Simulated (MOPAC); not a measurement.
Input file for MOPAC: PM3 on FGeH3 (SMILES [F][GeH3]), a point of a bond scan (R = 1.228 Å).

```
PM3 1SCF PRECISE CHARGE=0 THREADS=1
FGeH3

Ge    -0.30048691 1     0.12261230 1    -0.05789716 1
F      1.29808634 1    -0.52967815 1     0.25011245 1
H     -0.81405322 1    -0.61416141 1    -0.89469896 1
H     -0.08538108 1     1.54898424 1    -0.58096857 1
H     -1.03936991 1     0.09288033 1     1.28656520 1
```

Program output:

```
*******************************************************************************
 **                                                                           **
 **                              MOPAC v23.2.5                                **
 **                                                                           **
 *******************************************************************************
 ** MOPAC's Digital Object Identifier: https://doi.org/10.5281/zenodo.6511958 **
 **                                                                           **
 ** Please cite the open-source release paper for use of this MOPAC version:  **
 ** J. E. Moussa and J. J. P. Stewart (2026)                                  **
 ** MOPAC: An open-source semiempirical molecular orbital program             **
 ** J. Open Source Softw., 11(119), 8025, https://doi.org/10.21105/joss.08025 **
 *******************************************************************************

                              PM3 CALCULATION RESULTS

 *******************************************************************************
 *  PM3        - The PM3 Hamiltonian to be used
 *
 *
 *
 *                 CHARGE ON SYSTEM = 0
 *
 *
 *
 *  PRECISE    - TIGHTER CRITERIA TO BE USED
 *  1SCF       - DO 1 SCF AND THEN STOP
 *  THREADS=1  - MULTI-THREADING NOT USED
 *  T=         - A TIME OF 172800.0 SECONDS REQUESTED
 *  DUMP=N     - RESTART FILE WRITTEN EVERY 7200.0 SECONDS REQUESTED
 *******************************************************************************
PM3 1SCF PRECISE CHARGE=0 THREADS=1
 FGeH3

   ATOM   CHEMICAL          X               Y               Z
  NUMBER   SYMBOL      (ANGSTROMS)     (ANGSTROMS)     (ANGSTROMS)

     1      Ge         -0.30048691  *   0.12261230  *  -0.05789716  *
     2       F          1.29808634  *  -0.52967815  *   0.25011245  *
     3       H         -0.81405322  *  -0.61416141  *  -0.89469896  *
     4       H         -0.08538108  *   1.54898424  *  -0.58096857  *
     5       H         -1.03936991  *   0.09288033  *   1.28656520  *



          CARTESIAN COORDINATES

    NO.       ATOM           X           Y           Z

     1        Ge         -0.3005      0.1226     -0.0579
     2         F          1.2981     -0.5297      0.2501
     3         H         -0.8141     -0.6142     -0.8947
     4         H         -0.0854      1.5490     -0.5810
     5         H         -1.0394      0.0929      1.2866

  H: (PM3): J. J. P. STEWART, J. COMP. CHEM. 10, 209 (1989).
  F: (PM3): J. J. P. STEWART, J. COMP. CHEM. 10, 209 (1989).
 Ge: (PM3): J. J. P. STEWART, J. COMP. CHEM. 12, 320-341 (1991).

           Empirical Formula: H3 Ge F  =     5 atoms



      MOLECULAR POINT GROUP   :   Cs


      RHF CALCULATION, NO. OF DOUBLY OCCUPIED LEVELS = 7


 -------------------------------------------------------------------------------
 PM3 1SCF PRECISE CHARGE=0 THREADS=1
 FGeH3



     1SCF WAS SPECIFIED, SO BFGS WAS NOT USED
     SCF FIELD WAS ACHIEVED


                              PM3 CALCULATION
                                                       MOPAC v23.2.5 Linux




          FINAL HEAT OF FORMATION =        -29.30198 KCAL/MOL =    -122.59949 KJ/MOL


          COSMO AREA              =         86.10 SQUARE ANGSTROMS
          COSMO VOLUME            =         71.82 CUBIC ANGSTROMS

          IONIZATION POTENTIAL    =         12.047675 EV
          HOMO LUMO ENERGIES (EV) =        -12.048  0.183
          NO. OF FILLED LEVELS    =          7
          MOLECULAR WEIGHT        =         94.6121         POINT GROUP:  Cs

          MOLECULAR DIMENSIONS (Angstroms)

            Atom       Atom       Distance
            H     4    F     2     2.63164
            H     5    H     3     2.30401
            H     3    H     4     1.73254


          SCF CALCULATIONS        =          1





   ATOM   CHEMICAL          X               Y               Z
  NUMBER   SYMBOL      (ANGSTROMS)     (ANGSTROMS)     (ANGSTROMS)

     1      Ge         -0.30048691  *   0.12261230  *  -0.05789716  *
     2       F          1.29808634  *  -0.52967815  *   0.25011245  *
     3       H         -0.81405322  *  -0.61416141  *  -0.89469896  *
     4       H         -0.08538108  *   1.54898424  *  -0.58096857  *
     5       H         -1.03936991  *   0.09288033  *   1.28656520  *

                             CARTESIAN COORDINATES

   1   Ge       -0.300486910     0.122612300    -0.057897160
   2    F        1.298086340    -0.529678150     0.250112450
   3    H       -0.814053220    -0.614161410    -0.894698960
   4    H       -0.085381080     1.548984240    -0.580968570
   5    H       -1.039369910     0.092880330     1.286565200


           Empirical Formula: H3 Ge F  =     5 atoms



      MOLECULAR POINT GROUP   :   Cs


                  EIGENVALUES
 -20.37137 -17.36925 -16.13121 -16.09499 -14.63892 -12.17048 -12.04768   0.18341
   0.22848   0.34878   2.97540


              NET ATOMIC CHARGES AND DIPOLE CONTRIBUTIONS

  ATOM NO.   TYPE          CHARGE      No. of ELECS.   s-Pop       p-Pop
    1         Ge           0.520902        3.4791     0.70643     2.77266
    2          F          -0.287803        7.2878     1.63589     5.65191
    3          H          -0.144668        1.1447     1.14467
    4          H          -0.044216        1.0442     1.04422
    5          H          -0.044216        1.0442     1.04422
 DIPOLE           X         Y         Z       TOTAL
 POINT-CHG.    -1.742     1.117    -0.019     2.069
 HYBRID        -0.151    -0.143    -0.189     0.281
 SUM           -1.893     0.974    -0.208     2.138


          ATOMIC ORBITAL ELECTRON POPULATIONS

     Atom    s        px        py        pz
    1 Ge   0.70643   0.77170   0.98889   1.01207
    2  F   1.63589   1.73880   1.93939   1.97372
    3  H   1.14467
    4  H   1.04422
    5  H   1.04422

 **********************
 *                    *
 * JOB ENDED NORMALLY *
 *                    *
 **********************




 == MOPAC DONE ==
```

The run finished.

Cost: roughly 0.03 core-seconds.
